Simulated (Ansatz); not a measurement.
Calculated with Ansatz (gas phase, PBE0-D4/def2-TZVP geometries, no zero-point term in ΔE). CCSD(T)/CBS adds triple-zeta CCSD(T) − MP2 to the extrapolated MP2 energy (def2 sets, frozen cores). This one scheme is used for every species. One conformer a species, not always the lowest.

`F[Si](Cl)(Cl)[SiH2]Cl` + H–F → `F[Si](F)(Cl)[SiH2]Cl` + HCl  (ligand exchange at the Si–Cl bond)

```tsv
species	CCSD(T)/CBS(def2) energy (Eh)
`F[Si](Cl)(Cl)[SiH2]Cl`	-2058.70961
H–F	-100.39570
`F[Si](F)(Cl)[SiH2]Cl`	-1698.74064
HCl	-460.38127
```

Problem. Work out ΔE.

Solution. ΔE = (-1698.74064) + (-460.38127) − (-2058.70961) − (-100.39570) = -0.01660 Eh = -10.4 kcal/mol.

Largest T1 diagnostic among the species: 0.011.

In def2-TZVPP, CCSD(T) changes the Hartree–Fock value by +3.2 kcal/mol (the triples alone add +0.7 kcal/mol) and MP2 by +4.9 kcal/mol. The D4 term adds +1.7 kcal/mol with B3LYP and +0.9 kcal/mol with PBE0; it sums over pairs of atoms, weighted by their polarisabilities, and B3LYP, whose exchange is more repulsive, gets the larger term.

B3LYP here is the variant with VWN-RPA as its local correlation; programs differ in this.
